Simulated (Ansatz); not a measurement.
A search over several starts for the lowest SCF solution of GeH2MeBr (CH5BrGe) at the given spin, in a small basis.

```yaml
crystal:
  periodic: [false, false, false]
  atoms:
    - {symbol: Ge, position_ang: [0.497749, -0.634159, 0.358721]}
    - {symbol: H, position_ang: [0.471846, -0.714721, 1.894003]}
    - {symbol: H, position_ang: [1.940180, -0.728282, -0.165402]}
    - {symbol: C, position_ang: [-0.439948, 0.924150, -0.319358]}
    - {symbol: H, position_ang: [0.034858, 1.842075, 0.059758]}
    - {symbol: H, position_ang: [-1.488788, 0.902119, 0.007914]}
    - {symbol: H, position_ang: [-0.409877, 0.932526, -1.417824]}
    - {symbol: Br, position_ang: [-0.606031, -2.523720, -0.417804]}
basis:
  gaussian: {orbitals: def2-SVP, initial_orbitals: start.molden}
hamiltonian: {xc: pbe0, dispersion: d4}
output: {orbitals: {seedname: orbitals}}
```

The file start.molden holds the orbitals of an earlier run on this structure, at another level or in another basis.

```sh
$ ansatz run in.yaml --threads 4 --pin off --events-out ev --progress --plain --max-ram 3916MiB
```

It prints (some lines left out):

```
Functional definition: PBE0
1025 factors; integrals over basis functions are off by at most 1.4e-3 eV
mean field evaluation 1: about -127651.3668 eV, gradient 3.7e-1 eV
mean field evaluation 2: about -127651.4333 eV, gradient 2.7e-4 eV
mean field evaluation 4: about -127651.4333 eV, gradient 7.4e-6 eV
mean field evaluation 8: about -127651.3656 eV, gradient 7.9e-1 eV
mean field evaluation 16: about -127651.4333 eV, gradient 1.1e-3 eV
mean field -127651.43325755 eV, -4691.1036469657 hartree, gradient 7.4e-6 eV, S^2 0.000000; 1 other end points of the search recorded, 0 dependent functions left out
reference -127651.43328388 eV, -4691.1036479335 hartree; 39, 39 occupied and 64, 64 virtual orbitals, 1025 factors
Total energy: -127651.56219738 eV, -4691.1083854170 hartree
```

Run time 1 s (4 threads of Arm Neoverse V2 on a shared host).
